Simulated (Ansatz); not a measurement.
Relaxation of AlClFH5OSSi (11 atoms, charge 0, multiplicity 1), to a largest force component of 0.03 eV/Å in at most 50 steps.

All numbers below come from RKS PBE0-D4/def2-SVP in Ansatz 0.2.0.

```xyz
11
Properties=species:S:1:pos:R:3
Al 0.044 0.596 -0.253
Cl -0.451 -0.300 3.013
F 1.543 -0.017 -0.601
O -1.383 -0.149 -0.724
Si -2.614 -1.255 -0.781
H -2.245 -2.479 -0.008
H -3.850 -0.660 -0.194
H -2.878 -1.633 -2.200
S -0.037 2.609 0.721
H 1.308 2.670 0.860
H -0.427 1.008 2.729
```

Problem. Where does it end, and by what steps?

Solution. The run converged. The force dipped under the threshold on the way, but the program's further checks kept it going. After 31 steps the energy has fallen by 1.065 eV; H11 moved furthest, 1.59 Å. Parted: Cl2–H11 (1.34 → 3.05 Å). Joined: Al1–Cl2 (3.42 → 2.11 Å), S9–H11 (2.60 → 1.35 Å).

```
step  energy less start (eV)  largest force component (eV/Å)  accepted
   0                  0.0000                           1.069       yes
   2                 -0.1733                           0.431       yes
   4                 -0.2215                           0.373        no
   6                 -0.2500                           0.139       yes
   8                 -0.2623                           0.133       yes
  10                 -0.4597                           0.849       yes
  12                 -0.8500                           1.085       yes
  14                 -1.0064                           0.643       yes
  16                 -1.0448                           0.153       yes
  18                 -1.0509                           0.161       yes
  20                 -1.0561                           0.070       yes
  22                 -1.0603                           0.038       yes
  24                 -1.0618                           0.075       yes
  26                 -1.0622                           0.246        no
  28                 -1.0647                           0.063       yes
  30                 -1.0653                           0.040       yes
  31                 -1.0655                           0.027       yes
```

```xyz
11
Properties=species:S:1:pos:R:3
Al 0.019 -0.102 0.699
Cl 0.297 -0.626 2.724
F 1.417 0.098 -0.195
O -1.379 -0.610 -0.103
Si -2.678 -1.281 -0.849
H -2.802 -2.731 -0.509
H -3.929 -0.581 -0.422
H -2.553 -1.147 -2.333
S -0.368 2.356 0.974
H 0.809 2.633 0.365
H 0.177 2.382 2.213
```

Whether the end is a true minimum wasn't checked by a vibrational analysis.

Run time: 81 s on 4 threads of Arm Neoverse V2, on a shared host, peak memory 0.33 GiB.
